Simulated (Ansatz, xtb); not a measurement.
# A geometry optimisation of ClFHSi2 with r2SCAN-D4/def2-SVP

The starting geometry of this gas-phase doublet has its atoms placed at random.

```xyz
5

Cl    1.2967   -1.0358   -0.3290
F    -0.6482    0.7328   -0.9018
Si    0.6147    0.6107    1.3507
Si   -0.5126   -0.8190    0.2560
H     1.2515    0.3676   -0.1631
```

Problem. Guess where an optimisation with r2SCAN-D4/def2-SVP ends from this start.

Solution. It ends as a structure with Cl1 bridging Si4 and Si3, given below by its coordinates. Distances that change by over a tenth: Cl1–Si4 (1.91 → 2.49 Å), Si3–Si4 (2.12 → 2.47 Å). Contacts that open: Cl1–H5 (1.41 → 2.85 Å). Contacts that close: Cl1–Si3 (2.45 → 2.26 Å), F2–Si4 (1.94 → 1.64 Å).

The energy falls by 5.55 eV over 13 steps:

| step | E − E(last) (eV) |
| --- | --- |
| 1 | 5.553 |
| 2 | 3.255 |
| 4 | 1.081 |
| 5 | 0.526 |
| 6 | 0.183 |
| 8 | 0.019 |
| 9 | 0.006 |
| 10 | 0.001 |
| 12 | 0.000 |
| 13 | 0.000 |

Final geometry (Å):

```xyz
5

Cl    1.3056   -1.4383   -0.2420
F    -1.0912    0.3067   -1.1694
Si    1.0339    0.3106    1.1562
Si   -1.0163   -0.6466    0.1653
H     1.7701    1.3238    0.3027
```

From the same start GFN2-xTB ends elsewhere, differing in Cl1–Si3 (4.19 against 2.26 Å here).

From so rough a start the end depends on the optimiser's path, so another program may land elsewhere. No frequencies were run, so the end isn't proven a minimum. Open shells are spin-unrestricted. Run with Ansatz 0.2.0, 60 s on 2 threads of Intel(R) Xeon(R) Platinum 8259CL CPU @ 2.50GHz (Skylake/Cascade Lake), with other jobs on the host.
